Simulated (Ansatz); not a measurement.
Ligand exchange: C3H8O + SiH2(OH)(SiH3) → C2H8OSi + SiH2(CH3)(OH)

Gas-phase species: C3H8O (methoxyethane) `CCOC`, singlet; SiH2(OH)(SiH3), singlet; C2H8OSi `CCO[SiH3]`, singlet; SiH2(CH3)(OH), singlet. The partners trade CH3 for SiH3: O–CH3 and Si–SiH3 bonds give way to O–SiH3 and Si–CH3.

Shapes, held fixed at every level: PBE0-D4/def2-TZVP. Flexible molecules stand in one conformer, not always the lowest. Programs: Ansatz 0.2.0. The zero-point and thermal change to 298 K, harmonic and unscaled (PBE0-D4/def2-TZVP), is -1.9 kJ/mol.

```
               level                   kind  ΔH(298 K) (kJ/mol)  less CCSD(T)/CBS estimate
       HF/def2-TZVPP           Hartree–Fock              -191.4                       -8.1
   PBE-D4/def2-TZVPP                    GGA              -154.7                      +28.6
r2SCAN-D4/def2-TZVPP               meta-GGA              -175.0                       +8.3
 BHLYP-D4/def2-TZVPP          global hybrid              -185.0                       -1.7
  PBE0-D4/def2-TZVPP          global hybrid              -163.8                      +19.5
        MP2/def2-SVP    perturbation theory              -173.5                       +9.8
    CCSD(T)/def2-SVP  coupled cluster or CI              -158.4                      +24.9
CCSD(T)/CBS estimate  coupled cluster or CI              -183.3                        0.0
```

The highest level, CCSD(T)/CBS estimate, gives ΔH(298 K) = -183.3 kJ/mol; the levels span -191.4 to -154.7. The column of differences is taken from that level and isn't an error. No measured value is set beside it here. The CBS estimate extrapolates MP2 from def2-TZVPP and def2-QZVPP and adds CCSD(T) − MP2 in the triple-zeta set, cores frozen.
